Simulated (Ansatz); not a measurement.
The inner images of a band of H2 + H2O2Zn (7 atoms, charge 0, multiplicity 1) are given out of order.

Theory: RKS BLYP-D4/def2-SVP in Ansatz 0.2.0.

First end point:

```xyz
7
Properties=species:S:1:pos:R:3
Zn -0.505 -0.014 -0.171
O -0.258 0.345 1.574
H -0.475 -0.431 2.129
O -0.855 -0.180 -1.916
H -0.058 -0.465 -2.407
H 2.607 -0.822 1.844
H 1.923 -0.474 1.775
```

Last end point:

```xyz
7
Properties=species:S:1:pos:R:3
Zn 1.360 -0.314 0.024
O -0.075 0.073 1.718
H -0.685 -0.008 0.920
O -0.337 -0.468 -0.706
H -0.489 -0.270 -1.647
H 2.871 -0.331 0.267
H -0.266 -0.723 2.253
```

Question: Put them in order from the first end to the last, with their energies above the first end.
A.
```xyz
7
Properties=species:S:1:pos:R:3
Zn -0.359 -0.034 0.019
O -0.299 0.354 1.782
H -0.632 -0.390 2.324
O -0.565 -0.214 -1.746
H 0.247 -0.533 -2.187
H 2.303 -0.776 1.153
H 1.683 -0.449 1.483
```
B.
```xyz
7
Properties=species:S:1:pos:R:3
Zn 0.249 -0.203 -0.028
O 0.044 0.203 1.892
H -0.559 -0.358 2.426
O -0.540 -0.238 -1.649
H 0.094 -0.510 -2.341
H 1.885 -0.610 0.913
H 1.204 -0.324 1.614
```
C.
```xyz
7
Properties=species:S:1:pos:R:3
Zn 1.198 -0.253 -0.122
O -0.015 0.055 1.718
H -0.863 -0.271 1.341
O -0.426 -0.262 -0.956
H -0.379 -0.390 -1.922
H 2.667 -0.383 0.301
H 0.197 -0.535 2.468
```
D.
```xyz
7
Properties=species:S:1:pos:R:3
Zn 0.726 -0.332 -0.209
O -0.043 0.172 1.881
H -0.605 -0.483 2.346
O -0.543 -0.281 -1.497
H -0.106 -0.478 -2.350
H 2.064 -0.529 0.587
H 0.884 -0.109 2.070
```
E.
```xyz
7
Properties=species:S:1:pos:R:3
Zn 0.989 -0.302 -0.211
O -0.015 0.083 1.753
H -0.840 -0.421 1.909
O -0.507 -0.268 -1.239
H -0.280 -0.425 -2.177
H 2.411 -0.461 0.373
H 0.620 -0.247 2.420
```

Answer: A (+5.1 kJ/mol), B (+81.1 kJ/mol), D (-8.1 kJ/mol), E (-24.0 kJ/mol), C (-38.1 kJ/mol).

Run time: 3.2 min on 1 thread of Arm Neoverse V2, on a shared host, peak memory 0.14 GiB.
